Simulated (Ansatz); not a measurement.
## A ladder of methods for InF (SMILES [F][In])

InF: 2 atoms, total charge 0, spin state singlet. As SMILES, `[F][In]`. The shape comes from GFN2-xTB, which is rough for such elements, and wasn't checked as a minimum.

```xyz
2

F     0.0000    0.0000    0.0000
In    0.0000    0.0000    2.0255
```

Quantity: the vertical energy of the triplet above the singlet, in eV. The values are calculated.

```csv
level,kind,program,value (eV),less FCI/STO-3G,CPU time (all runs)
BLYP/STO-3G,GGA,Ansatz,3.04,+0.22,9.9 s
B3LYP/STO-3G,global hybrid,Ansatz,3.07,+0.25,4.1 s
BHLYP/STO-3G,global hybrid,Ansatz,2.98,+0.16,3.4 s
HSE06/STO-3G,range-separated hybrid,Ansatz,2.96,+0.14,4.9 s
B2PLYP/STO-3G,double hybrid,Ansatz,3.10,+0.28,4.2 s
RPA@PBE/STO-3G,RPA,Ansatz,3.07,+0.25,13 s
CCSDT(Q)/STO-3G,coupled cluster or CI,Ansatz,2.85,+0.03,5.6 s
CCSDT/STO-3G,coupled cluster or CI,Ansatz,2.79,-0.03,3.4 s
FCI/STO-3G,exact in the basis,Ansatz,2.82,0.00,3.5 s
```

FCI/STO-3G is exact within its basis and frozen core, so for wave-function methods in that basis the difference is their error; functionals converge differently with the basis, so for them it is only a difference. All-electron rows without a relativistic Hamiltonian named are non-relativistic. Spin-orbit coupling, which can split open shells on such heavy atoms by tenths of an eV, is left out. The values span 2.79 to 3.10 eV. All rows use very small basis sets, so even the best lies far from the true value. In the correlated wave-function rows the outer d shell of In is correlated, in sets not made for it. Times are those of the runs behind each value, whatever else they computed, on shared processors of several kinds: orders of magnitude only.
